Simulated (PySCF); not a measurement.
(AgF)2 ring, Ag2F2 (singlet state).
Structure used (PBE0-D3(BJ)/def2-SVP), in Å, numbered top down from 1:
```xyz
4
Ag2F2 angstrom
Ag    -1.0382   -0.0188    1.1026
F      0.8016    1.0995    0.7786
Ag     1.0385    0.0184   -1.1024
F     -0.8018   -1.0992   -0.7788
```

Computed, not measured: PBE0-D3(BJ)/def2-SVP geometry optimisation, gas phase, def2 core potentials past Kr (PySCF 2.14.0).

(1) Which atoms are bound to Ag1, and at what distances?

(2) What is the shape at Ag1?

(3) Give some angles away from the centre.

(4) What are the rotational constants (commonest isotopes, rigid rotor)?

Answers

(1) 2 atoms: F2 2.177 Å, F4 2.182 Å. The nearest atom not counted as bound is Ag3, at 3.03 Å.

(2) Bent: angle 92.0°. Differences among atoms that D2h makes equivalent are scatter left by the optimiser.

(3) Ag1–F2–Ag3 88.0°.

(4) A = 5412, B = 1030, C = 865.6 MHz: a near-prolate asymmetric top.

Point group: D2h (tolerance 0.08 Å). Charge 0, singlet. Stationary, but not proved a minimum.
